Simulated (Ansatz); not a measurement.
C$_{2}$H$_{5}$F$_{3}$Si, SMILES `CC[Si](F)(F)F`. Total charge 0; spin multiplicity 1.

```xyz
11

C     0.7247   -1.0505   -0.6436
C    -0.5268   -0.1963   -0.4348
Si   -0.3358    1.0869    0.8626
F     0.0025    0.4513    2.2694
F    -1.6490    1.9456    1.0435
F     0.8352    2.0927    0.5232
H     0.5609   -1.7969   -1.4230
H     1.0027   -1.5808    0.2696
H     1.5788   -0.4400   -0.9440
H    -0.8107    0.3101   -1.3635
H    -1.3825   -0.8220   -0.1594
```

List the harmonic frequencies (cm⁻¹, unscaled) at PBE0-D4/def2-TZVP in Ansatz. (Best estimate.)

Computed: 62, 132, 171, 251, 266, 328, 350, 413, 672, 698, 888, 947, 963, 998, 1005, 1049, 1260, 1287, 1413, 1440, 1498, 1502, 3053, 3057, 3094, 3130, 3133.

Is this a minimum?

Yes, all 27 modes are real.

Give the ideal-gas thermochemistry at 298.15 K and 1 bar (rigid rotor, harmonic oscillator; point group Cs, symmetry number 1).

Zero-point energy 197.8 kJ/mol; H(298) − E = 219.8 kJ/mol; entropy 357.1 J/(mol·K), of which translation 167.9, rotation 114.6, vibration 74.6; G(298) − E = 113.3 kJ/mol. Modes under 100 cm⁻¹ are hindered rotations or soft bends, so the harmonic entropy is rough.
